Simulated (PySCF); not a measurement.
C₃H₈OSi, SMILES C=CO[SiH2]C.

Geometry optimised at B3LYP-D3(BJ)/def2-SVP. Other conformers were not sampled.

All values below come from r2SCAN/def2-TZVP run with PySCF.

Symmetry labels are those of the subgroup Cs that the program uses (full group Cs).

Computed valence orbital energies around the gap with their symmetry:
```tsv
orbital	symmetry	energy (eV)
HOMO−7	A"	-10.77
HOMO−6	A'	-10.33
HOMO−5	A"	-10.07
HOMO−4	A'	-9.53
HOMO−3	A'	-8.64
HOMO−2	A"	-8.24
HOMO−1	A'	-7.82
HOMO	A"	-5.86
LUMO	A"	-0.14
LUMO+1	A'	0.29
LUMO+2	A'	0.72
LUMO+3	A'	1.87
```
